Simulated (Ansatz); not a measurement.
Geometry optimisation, Ansatz, RKS PBE-D4/def2-SVP.

Input file:

```yaml
crystal:
  periodic: [false, false, false]
  atoms:
    - { symbol: Si, position_ang: [-0.0392, -0.1727, -0.0922] }
    - { symbol: H, position_ang: [0.7676, -1.8111, -0.5012] }
    - { symbol: C, position_ang: [1.5237, 0.0522, -1.1456] }
    - { symbol: H, position_ang: [1.5421, -1.3174, -0.8865] }
    - { symbol: C, position_ang: [0.2072, 0.1005, 1.7655] }
    - { symbol: C, position_ang: [-1.8154, 0.3354, -0.5524] }
    - { symbol: H, position_ang: [1.3134, 0.1781, -2.206] }
    - { symbol: H, position_ang: [2.2468, 0.818, -0.8651] }
    - { symbol: H, position_ang: [-0.658, -0.2043, 2.3462] }
    - { symbol: H, position_ang: [0.3948, 1.151, 1.9752] }
    - { symbol: H, position_ang: [1.0638, -0.459, 2.124] }
    - { symbol: H, position_ang: [-2.5552, -0.1469, 0.0819] }
    - { symbol: H, position_ang: [-2.0363, 0.0638, -1.5809] }
    - { symbol: H, position_ang: [-1.9555, 1.4122, -0.4632] }
basis:
  gaussian: { orbitals: def2-SVP }
hamiltonian:
  xc: pbe
  dispersion: d4
relax:
  f_tol: 0.15
  max_steps: 25
  restrain:
    - { distance: [3, 1], at: 0.62, k: 30.0 }
    - { distance: [0, 1], at: 2.72, k: 30.0 }
    - { distance: [3, 2], at: 2.37, k: 30.0 }
output:
  orbitals: {}
```

Command:

```bash
$ ansatz run input.yaml --threads 2 --pin off --max-ram 3072MiB --backend cpu --events-out ev --progress --plain --runs-dir out
```

Where does it end, and by what steps?

It converged. The restraints hold the end off the free minimum. After 20 steps the energy has fallen by 0.992 eV (the restraints' own energy left out); H4 moved furthest, 1.01 Å. Joined: H2–H4 (1.00 → 0.71 Å).

```
step  energy less start (eV)  largest force component (eV/Å)  accepted
   0                  0.0000                           3.713       yes
   1                  1.4173                           2.965       yes
   2                  0.6486                           5.050       yes
   3                 -0.1481                           4.199       yes
   4                 -0.6060                           3.101       yes
   5                 -0.8591                           0.992        no
   6                 -0.7467                           2.586       yes
   7                 -0.8456                           2.024       yes
   8                 -0.8891                           2.120       yes
   9                 -0.9507                           1.585       yes
  10                 -0.9300                           2.059       yes
  11                 -0.9396                           2.255       yes
  12                 -0.9655                           2.164        no
  13                 -0.9585                           2.191       yes
  14                 -0.9871                           1.895       yes
  15                 -0.9695                           2.253       yes
  16                 -0.9794                           2.288       yes
  17                 -0.9837                           2.249        no
  18                 -0.9907                           2.260       yes
  19                 -1.0033                           2.066        no
  20                 -0.9923                           2.254       yes
```

```xyz
14
Properties=species:S:1:pos:R:3
Si 0.100 0.435 -0.118
H 0.435 -2.275 -0.092
C 1.387 0.405 -1.253
H 0.736 -1.752 -0.472
C 0.369 0.247 1.730
C -1.704 0.375 -0.638
H 1.215 0.506 -2.337
H 2.443 0.400 -0.939
H -0.103 -0.694 2.091
H -0.080 1.088 2.300
H 1.454 0.205 1.960
H -2.139 -0.617 -0.394
H -1.804 0.539 -1.729
H -2.309 1.140 -0.110
```

Time of the run: 30 s on 2 threads of Intel(R) Xeon(R) Platinum 8488C (Sapphire Rapids) (shared host), peak memory 0.17 GiB.
